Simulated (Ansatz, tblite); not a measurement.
Forces on AlMe2(acac) (C7H13AlO2) at its PBE-D4/def2-SVP geometry. Charge 0, multiplicity 1.

The xTB rows come from tblite.

GFN2-xTB (tblite), largest force 1.08 eV/Å:

```xyz
23
positions Å, forces eV/Å
Al   -1.190    0.685   -0.602    0.297   -0.163    0.151
C    -2.519   -0.428   -1.530   -0.412   -0.445   -0.295
H    -2.226   -1.499   -1.568   -0.299    0.383   -0.093
H    -2.677   -0.095   -2.579    0.020   -0.250    0.553
H    -3.512   -0.380   -1.032    0.487   -0.092   -0.337
C    -1.349    2.638   -0.432    0.020    0.667    0.094
H    -0.539    3.079    0.187   -0.411    0.018   -0.278
H    -2.314    2.935    0.032    0.547   -0.070   -0.258
H    -1.309    3.138   -1.424   -0.031   -0.171    0.574
O     0.528    0.267   -1.256    0.098   -0.412    0.996
C     1.480   -0.336   -0.632   -0.498    0.102    0.279
C     2.746   -0.538   -1.419    0.381   -0.054   -0.263
C     1.384   -0.792    0.702   -0.125    0.077   -0.063
C     0.229   -0.633    1.500   -0.026    0.199   -0.545
C     0.201   -1.147    2.914   -0.033   -0.158    0.438
O    -0.851   -0.060    1.096    0.958   -0.205   -0.462
H     3.532   -1.061   -0.845   -0.475    0.296   -0.296
H     2.515   -1.114   -2.339    0.122    0.298    0.538
H     3.127    0.448   -1.755   -0.212   -0.548    0.224
H     2.254   -1.295    1.143   -0.528    0.305   -0.267
H     1.158   -1.602    3.226   -0.530    0.271   -0.215
H    -0.613   -1.895    3.013    0.476    0.405   -0.081
H    -0.056   -0.314    3.600    0.174   -0.454   -0.394
```

r2SCAN-D4/def2-TZVP (Ansatz), largest force 0.60 eV/Å:

```
Al 0.481 -0.274 0.243
C -0.230 -0.128 -0.148
H -0.140 0.482 0.014
H 0.059 -0.172 0.467
H 0.439 -0.039 -0.239
C -0.064 0.295 -0.002
H -0.369 -0.192 -0.282
H 0.445 -0.111 -0.206
H -0.018 -0.204 0.459
O 0.052 -0.170 0.392
C -0.268 0.058 0.157
C 0.196 -0.008 -0.196
C -0.002 0.003 -0.001
C -0.010 0.104 -0.298
C -0.069 -0.068 0.260
O 0.383 -0.091 -0.172
H -0.402 0.249 -0.246
H 0.086 0.256 0.438
H -0.191 -0.445 0.178
H -0.441 0.255 -0.223
H -0.445 0.226 -0.185
H 0.378 0.344 -0.075
H 0.130 -0.369 -0.335
```

PBE0-D4/def2-TZVP (Ansatz), largest force 0.83 eV/Å:

```
Al 0.491 -0.280 0.249
C -0.277 -0.176 -0.181
H -0.130 0.500 0.022
H 0.076 -0.160 0.482
H 0.458 -0.027 -0.231
C -0.063 0.369 0.007
H -0.375 -0.214 -0.288
H 0.451 -0.135 -0.209
H -0.016 -0.228 0.461
O 0.393 -0.389 0.620
C -0.567 0.211 0.062
C 0.112 0.014 -0.166
C -0.079 0.048 -0.040
C -0.259 0.268 -0.480
C -0.089 -0.033 0.176
O 0.775 -0.296 -0.029
H -0.412 0.253 -0.245
H 0.082 0.255 0.463
H -0.199 -0.457 0.198
H -0.466 0.269 -0.236
H -0.450 0.232 -0.193
H 0.397 0.350 -0.089
H 0.146 -0.375 -0.353
```
